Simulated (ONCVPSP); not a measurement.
**Plane-wave convergence, ONCV potential for neon (Ne)**

* Element: neon (Ne)
* Generator: ONCVPSP 4.0.1
* Type: optimised norm-conserving Vanderbilt (ONCV)
* Functional: PBEsol
* Relativity: scalar-relativistic
* Frozen core: [He]
* Valence charge: 8
* Reference configuration: 2s2 2p6
* Partial waves: 2s: rc 0.80 bohr, ncon 4, nbas 8, qcut 9.8 1/bohr, 2 projectors, debl 0.6 Ha; 2p: rc 1.65 bohr, ncon 4, nbas 7, qcut 8.5 1/bohr, 2 projectors, debl 2.7 Ha; d scattering state at 0.09 Ha: rc 1.60 bohr, ncon 4, nbas 8, qcut 5.6 1/bohr, 3 projectors, debl 1.2 Ha
* Local potential: polynomial inside 0.55 bohr (lpopt 2, dvloc0 2 Ha)
* Core correction: polynomial model core, fcfact 0.3

In the s channel the program set the typed energies aside and used -1.330, 0.250 Ha.

Question: For each optimised wave give the share of its norm inside rc, the residual kinetic energy above qcut (Ha) and the cutoffs (Ha) for errors of 10, 1, 0.1 and 0.01 mHa per electron.

Answer:

| wave | norm inside rc | residual KE | 10 mHa | 1 mHa | 0.1 mHa | 0.01 mHa |
| --- | --- | --- | --- | --- | --- | --- |
| 2s | 0.475 | 1.2e-03 | 33.9 | 50.0 | 239.1 | 288.0 |
| s projector 2 | 0.037 | 1.5e-04 | 7.7 | 36.3 | 50.2 | 149.6 |
| 2p | 0.884 | 3.2e-06 | 22.2 | 27.2 | 31.1 | 34.4 |
| p projector 2 | 0.181 | 5.1e-05 | 23.9 | 29.8 | 34.6 | 64.5 |
| d projector 1 | 0.000 | 5.9e-08 | 0.1 | 0.3 | 0.8 | 3.5 |
| d projector 2 | 0.101 | 2.2e-04 | 6.2 | 12.2 | 17.4 | 34.3 |
| d projector 3 | 0.149 | 1.4e-03 | 10.6 | 16.4 | 22.2 | 56.6 |

The occupied waves need 50 Ha and 239 Ha for 1 and 0.1 mHa. Rows with under 1 % of the norm inside rc give no meaningful cutoff. Its largest configuration-test error is +2884 meV.
